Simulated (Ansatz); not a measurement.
The same path of CH6AlClN2 (11 atoms, charge 0, multiplicity 1) was run twice with different band settings. Lost on the way: N3–H5. Made: N2–H5.

All numbers below come from RKS PBE0-D4/def2-SVP (Ansatz 0.2.0).

Relaxed end points:

```xyz
11
Properties=species:S:1:pos:R:3
Al 0.421 -0.311 0.838
N 1.969 -1.118 1.100
N -0.174 0.180 -0.754
C -1.421 0.837 -1.072
H 0.390 0.006 -1.579
Cl -0.793 0.106 2.512
H 2.638 -1.379 0.386
H 2.309 -1.391 2.015
H -2.003 1.005 -0.152
H -1.277 1.827 -1.545
H -2.060 0.239 -1.749
```

```xyz
11
Properties=species:S:1:pos:R:3
Al -0.053 -0.200 1.112
N 1.735 -0.906 0.565
N -0.530 0.322 -0.401
C -1.525 0.937 -1.199
H 1.571 -0.631 -0.417
Cl -0.206 -0.550 3.195
H 1.892 -1.913 0.621
H 2.569 -0.438 0.921
H -2.476 1.189 -0.683
H -1.166 1.890 -1.647
H -1.812 0.301 -2.065
```

Common settings: spring 5.0 eV/Å²; optimiser quadratic models (default); start path through a guess of the saddle point; force threshold 0.03 eV/Å; iteration limit 60; end points relaxed.

| run | movable images | climbing image |
| --- | --- | --- |
| 1 | 7 | yes |
| 2 | 6 | no |

What does each run give, and how far can it be trusted?

Run 1: converged after 41 iterations, highest image 2.265 eV above the first end. The profile has 3 maxima (images 1, 3, 6) with wells between them (images 2, 4): this band takes more than one step, which may be the mechanism or a detour left from its start path. Neighbouring images differ by up to 1.7 eV, so the band resolves the path poorly. A vibrational analysis at the climbing image gives one clearly imaginary mode, 65i cm⁻¹: a first-order saddle point.
Run 2: converged after 15 iterations, highest image 2.263 eV above the first end. Neighbouring images differ by up to 1.6 eV, so the band resolves the path poorly. No image climbed, so the highest image needn't sit at the top of the path.
The orbitals stay closed-shell, which can raise the energy where a bond breaks towards radicals; this wasn't checked here.
